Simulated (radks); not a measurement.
Ce, configuration [Xe] 4f2 6s2 (not the ground configuration). Calculated with a radial shooting solver on a logarithmic mesh with Libxc functionals: scalar-relativistic Kohn-Sham, r2SCAN, spin-polarised, spherical densities, finite nucleus; open shells are filled with parallel spins first (spin-orbit coupling, left out, can overturn this in heavy ions); meta-GGA in the generalised Kohn-Sham scheme; Fermi nuclear charge, rms radius 4.8771 fm.

Radial electron density D(r) = 4 pi r^2 rho(r):

r (bohr),D(r) (e/bohr),spin D(r)
0.001622,6.193,0.0000322
0.001888,7.907,0.0000410
0.002198,10.05,0.0000519
0.002579,12.84,0.0000660
0.003003,16.10,0.0000823
0.003524,20.25,0.000103
0.004102,24.93,0.000125
0.004776,30.36,0.000150
0.005604,36.85,0.000179
0.006524,43.62,0.000207
0.007656,51.14,0.000235
0.008913,58.28,0.000257
0.01038,64.94,0.000270
0.01218,70.77,0.000268
0.01418,74.60,0.000248
0.01664,76.33,0.000205
0.01937,75.66,0.000144
0.02255,73.16,0.0000688
0.02646,69.69,-0.0000124
0.0308,67.27,-0.0000789
0.03614,67.60,-0.000136
0.04208,71.89,-0.000207
0.04899,79.90,-0.000382
0.05749,90.14,-0.000846
0.06692,97.93,-0.00175
0.07853,100.1,-0.00333
0.09143,94.96,-0.00517
0.1064,85.12,-0.00635
0.1249,75.69,-0.00435
0.1454,73.26,0.00503
0.1693,78.23,0.0285
0.1986,85.38,0.0779
0.2313,85.11,0.159
0.2714,72.54,0.291
0.3159,53.36,0.470
0.3678,37.14,0.700
0.4316,30.93,0.981
0.5025,33.70,1.26
0.5897,36.91,1.48
0.6865,34.10,1.59
0.7991,26.24,1.58
0.9378,17.40,1.47
1.092,11.93,1.29
1.281,9.317,1.04
1.492,7.997,0.776
1.736,6.444,0.528
2.038,4.425,0.319
2.372,2.681,0.191
2.784,1.472,0.119
3.241,0.9238,0.0793
3.773,0.7136,0.0492
4.427,0.5882,0.0233
5.154,0.4451,0.00503
6.048,0.2757,-0.00466
7.041,0.1408,-0.00604
8.197,0.05656,-0.00403
9.619,0.01627,-0.00182
11.2,0.003733,-0.000520
13.14,0.0005756,-0.0000839

D(r) has 4 maxima, at r = 0.0172, 0.0761, 0.213, 0.599 bohr, and minima at 0.0331, 0.141, 0.435 bohr, inside which lie 1.97, 11.15, 29.01 electrons.
